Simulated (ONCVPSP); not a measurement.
Before and after: ONCV potential for nitrogen

nitrogen (N), optimised norm-conserving Vanderbilt (ONCV), made with ONCVPSP 4.0.1 (PBE, scalar-relativistic). Core [He], reference 2s2 2p3. Waves: 2s: rc 0.70 bohr, ncon 4, nbas 7, qcut 7.4 1/bohr, 1 projector; 2p: rc 1.50 bohr, ncon 3, nbas 8, qcut 7.1 1/bohr, 1 projector. Local part: polynomial inside 0.50 bohr (lpopt 5, dvloc0 0 Ha). Core correction: none.

Change: s: qcut 6.2; p: qcut 5.9.

Cutoffs: the cutoffs (Ha) at which the residual kinetic energy of the hardest occupied pseudo-wave falls to 1 and 0.1 mHa per electron; they do not see the model core or the augmentation charge, which bear on the density cutoff. Errors are all-electron minus pseudo energies relative to the spin-unpolarised reference configuration.

Q: What does the change do?

A: The potential gets softer (160 Ha and 246 Ha → 108 Ha and 241 Ha); of the 4 tests that both files solve, the error grows in 4 and shrinks in 0 by more than 15 % and 0.3 meV (median size 130.6 → 182.6 meV); neither file shows a bound ghost.

```csv
quantity,base,changed
"cutoff, loose",160 Ha,108 Ha
"cutoff, tight",246 Ha,241 Ha
loose cutoff by channel,"s 160 Ha, p 20 Ha","s 108 Ha, p 18 Ha"
bound ghosts,none,none
GHOST(+) flags under 300 eV,none,p at 128.0 eV
"error for 2s2 2p2, meV [ΔE 13.59 eV]",+20,+27
"error for 2s2 2p1, meV [ΔE 42.44 eV]",+224,+310
"error for 2s2 2p0, meV [ΔE 89.53 eV]",+1034,+1380
"error for 2s1 2p3, meV [ΔE 25.37 eV]",-37,-55
s: phases at 0.71 bohr within 0.05 rad from the reference energy up to (Ha; the scan ends near 5),2.1,2.1
p: phases at 1.52 bohr within 0.05 rad from the reference energy up to (Ha; the scan ends near 5),1.8,1.6
```
